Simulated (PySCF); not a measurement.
C6H9O, SMILES [CH]1CC(=O)CCC1, multiplicity 2.

Coordinates come from a B3LYP-D3(BJ)/def2-SVP optimisation. The isomer is the one that the SMILES or the coordinates give; other isomers of the formula were not compared. One conformer was computed; it need not be the lowest.

All values below come from SMD-M06-2X/6-31G* (PySCF).

Solvation free energies are E(SMD) − E(gas) at the gas-phase geometry, for 1 M in both phases. In vacuum the dipole moment is 2.99 D.

Q: Estimate the solvation free energies in water, diethylether, dichloromethane. (Estimate from the structure and the level; the computed values follow.)

A: 
```tsv
solvent	ΔG(solv) (kcal/mol)	its non-electrostatic (CDS) part	dipole (D)
water	-3.8	3.3	4.16
diethylether	-7.0	-4.0	3.46
dichloromethane	-7.2	-3.1	3.64
```
